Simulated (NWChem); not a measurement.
Species: AlO, doublet; SMILES [O]=[Al]

Program: NWChem. Pople sets run with spherical d functions. Spin-unrestricted. Medium grid unless said otherwise, to which SCAN and Minnesota functionals are sensitive. Structure relaxed at the PBE0/def2-SVP, spin-unrestricted level. No stability test was run on the SCF state. Total energies of different functionals are on different scales.

```csv
level,energy (Ha),highest occupied level (eV),"lowest empty minus highest occupied level, either spin (eV)",dipole (D),<S²>
B3LYP/6-31G*,-317.6079,-7.42,2.85,3.56,0.758
PBE/6-31G*,-317.3806,-6.33,1.14,3.43,0.754
r2SCAN0/6-31G*,-317.5014,-7.90,3.88,3.89,0.768
"LC-wPBE (HJS exchange hole, range parameter 0.4 per bohr)/6-31G*",-317.4119,-10.33,8.21,4.16,0.764
PW91/6-31G*,-317.5524,-6.38,1.16,3.46,0.754
"LDA (Slater exchange, VWN5)/6-31G*",-316.0075,-6.43,0.96,3.52,0.752
B97-2/6-31G*,-317.5636,-7.41,2.91,3.68,0.759
```
